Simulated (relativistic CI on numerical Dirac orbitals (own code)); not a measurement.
## The 20-electron sequence from Ca I to Br XVI

Computed by Dirac-Coulomb-Breit CI, separate exchange-only KLI orbitals for each configuration, QED by a radiative potential, valence Slater integrals scaled by 0.9, P86 correlation energy added to each configuration (own radial code, finite nucleus).

Configurations in the expansion (outside the closed core [Ne]): 3s²3p⁶3d², 3s²3p⁶4s², 3s²3p⁶3d4s, 3s²3p⁵3d³, 3s3p⁶3d³, 3p⁶3d⁴, 3s²3p⁶3d4p. Levels of other configurations are missing.

Energies above each ion's lowest level, in eV. Levels are followed by their leading LS label, which can pass from one level to another where the coupling changes.

| Ion | 3s²3p⁶3d² ³F2 | 3s²3p⁶3d² ³F3 | 3s²3p⁶3d² ³F4 | 3s²3p⁶3d² ¹D2 | 3s²3p⁶3d² ³P0 |
| --- | --- | --- | --- | --- | --- |
| Ca I | 5.5047 | 5.5044 | 5.504 | 5.9496 | 5.9326 |
| Cr V | 0 | 0.059977 | 0.13517 | 1.717 | 1.9747 |
| Mn VI | 0 | 0.089207 | 0.19978 | 1.9683 | 2.2476 |
| Fe VII | 0 | 0.12633 | 0.28094 | 2.2184 | 2.517 |
| Co VIII | 0 | 0.17278 | 0.38132 | 2.4712 | 2.7866 |
| Ni IX | 0 | 0.23016 | 0.50379 | 2.7292 | 3.0587 |
| Cu X | 0 | 0.30022 | 0.65136 | 2.9946 | 3.335 |
| Zn XI | 0 | 0.38488 | 0.82721 | 3.2698 | 3.6168 |
| Ga XII | 0 | 0.48623 | 1.0347 | 3.5568 | 3.9053 |
| Ge XIII | 0 | 0.60654 | 1.2774 | 3.8583 | 4.2015 |
| As XIV | 0 | 0.74824 | 1.5587 | 4.1768 | 4.5061 |
| Se XV | 0 | 0.91394 | 1.8825 | 4.5151 | 4.8199 |
| Br XVI | 0 | 1.1064 | 2.2525 | 4.8764 | 5.1434 |

In the calculation the lowest level changes from 3s²3p⁶4s² ¹S0 to 3s²3p⁶3d² ³F2 at Cr V.

Between Z = 32 and 35 the energy of 3s²3p⁶3d² ³F3 follows a local power law Z^6.7. For orientation: electrostatic splittings inside a shell grow about linearly with the screened charge, excitations that change n as its square, and fine structure as its fourth power; written in Z itself the exponents are larger, since the screened charge grows faster in proportion.

The members near neutrality are the least accurate: they can be off by several eV, miss lower levels of configurations outside the list, or start from a wrong lowest level.
